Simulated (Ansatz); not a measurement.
A run for Ansatz (a program for electronic structure): U-r2SCAN/def2-TZVPP on ClFSn (SMILES [F][Sn][Cl]), a point of a bond scan (R = 2.342 Å). Elements past Kr take the def2 small-core potentials; no spin–orbit coupling.

Ansatz 0.2 input:
```yaml
crystal:
  periodic: [false, false, false]
  atoms:
    - {symbol: Sn, position_ang: [0.19089247, 0.14887198, 0.49762971]}
    - {symbol: F, position_ang: [1.05051911, 1.67759606, -1.05391604]}
    - {symbol: Cl, position_ang: [-1.04175619, -1.19111043, -1.04256235]}
basis:
  gaussian:
    orbitals: def2-TZVPP
hamiltonian:
  xc: {name: r2SCAN}
magnetization: {spin_polarized: true, initial_magnetization: 0}
```

Program output:

```
WARN ansatz: RAYON_NUM_THREADS=1 ignored (pool sized by the plan → 1); use --threads N
Functional definition: r2SCAN
integrals: 0.05 GiB planned
838 factors; their error is unknown
mean field: 0.43 GiB planned
mean field evaluation 1: about -21069.8620 eV, gradient 3.6e1 eV
mean field evaluation 2: about -20802.7202 eV, gradient 1.6e2 eV
mean field evaluation 4: about -21073.3310 eV, gradient 1.6e1 eV
mean field evaluation 8: about -21074.8121 eV, gradient 2.4e-1 eV
mean field evaluation 16: about -21074.8021 eV, gradient 1.1e-3 eV
mean field -21074.80214100 eV, -774.4846936680 hartree, gradient 2.8e-5 eV, S^2 0.000000; 0 other end points of the search recorded, 0 dependent functions left out
reference -21074.80215481 eV, -774.4846941753 hartree; 24, 24 occupied and 99, 99 virtual orbitals, 838 factors
Total energy: -21074.80215481 eV, -774.4846941753 hartree
```

The run converged.

Cost: around 5 core-seconds (rough).
